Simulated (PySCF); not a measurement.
A PySCF script (with the pyscf-properties extension) for the NMR shieldings of SMILES CO[Si@@H](F)C(F)(F)F, C2H4F4OSi, on a GFN2-xTB geometry:

```python
import basis_set_exchange as bse
import numpy as np
from pyscf import gto, dft
from pyscf.prop import nmr

atoms = """
C    -1.947358    0.346816   -0.167367
O    -1.020155   -0.719176   -0.131628
Si    0.528137   -0.944601   -0.406540
F     0.949472   -0.655268   -1.925868
C     1.612380    0.345479    0.577157
F     1.137552    1.607299    0.457368
F     2.903468    0.397192    0.208324
F     1.619378    0.088901    1.903229
H    -2.134938    0.640798   -1.200336
H    -1.571382    1.204895    0.389637
H    -2.869750   -0.012449    0.287802
H     0.794394   -2.300573   -0.017805
"""
names = dict.fromkeys(["C", "O", "Si", "F", "H"], "pcSseg-1")
basis = {el: gto.basis.parse(bse.get_basis(n, elements=[el], fmt="nwchem")) for el, n in names.items()}
mol = gto.M(atom=atoms, basis=basis, charge=0, verbose=0)
mf = dft.RKS(mol, xc="PBE0")
mf.grids.level = 2
mf.grids.alignment = dft.numint.BLKSIZE   # the property module wants whole blocks of grid points
mf.conv_tol = 1e-9
mf.kernel()

calc = nmr.RKS(mf)   # GIAO
C = mf.mo_coeff
Co = C[:, mf.mo_occ > 0]
resp = mf.gen_response(singlet=True, hermi=2)
def vind(x):   # induced exchange potential for any number of trial vectors
    d = np.einsum("pi,xij,qj->xpq", C, 2 * x.reshape(-1, C.shape[1], Co.shape[1]), Co, optimize=True)
    return np.einsum("xpq,pi,qj->xij", resp(d - d.transpose(0, 2, 1)), C, Co, optimize=True).ravel()
mo1, _ = nmr.rhf.solve_mo1(calc, with_cphf=vind)
sigma = calc.kernel(mo1)
for i, s in enumerate(sigma):   # ppm
    print("%2d %-2s %9.2f" % (i, mol.atom_pure_symbol(i), np.trace(s) / 3))
```

**Question.** What are the results?

**Answer.** 
```
 0 C     131.21
 1 O     302.99
 2 Si    401.13
 3 F     337.98
 4 C      51.69
 5 F     248.95
 6 F     250.34
 7 F     251.24
 8 H      27.50
 9 H      27.41
10 H      27.57
11 H      27.35
```

These numbers come from an equivalent density-fitted implementation of the same equations, which agrees with the script to about 0.01 ppm for H and up to a few tenths of a ppm for heavy atoms, so last digits may differ.

**Question.** Turn these shieldings into chemical shifts. δ = σ(ref) − σ, references computed at the same level: 13C (σ = 186.93 ppm), 29Si (σ = 349.16 ppm), 1H (σ = 31.72 ppm) vs TMS; 17O (σ = 336.08 ppm) against H2O; 19F (σ = 170.95 ppm) against CFCl3.

**Answer.** Averaging equivalent atoms: C 4: 135.2; C 0: 55.7; O 1: 33.1; Si 2: -52.0; F 5/6/7: -79.2; F 3: -167.0; H 11: 4.36; H 8/9/10: 4.22 ppm. Unscaled 19F shifts against computed CFCl3 carry errors that often reach 10 to 50 ppm. Experimental scales use liquid or dissolved standards, which lie at an offset from isolated H2O (liquid H2O: subtract about 36 ppm).

Size and cost of the density-fitted run: 163 basis functions, 18 s wall time on 1 thread of an AMD EPYC 7R13, shared host; peak memory 0.74 GiB.
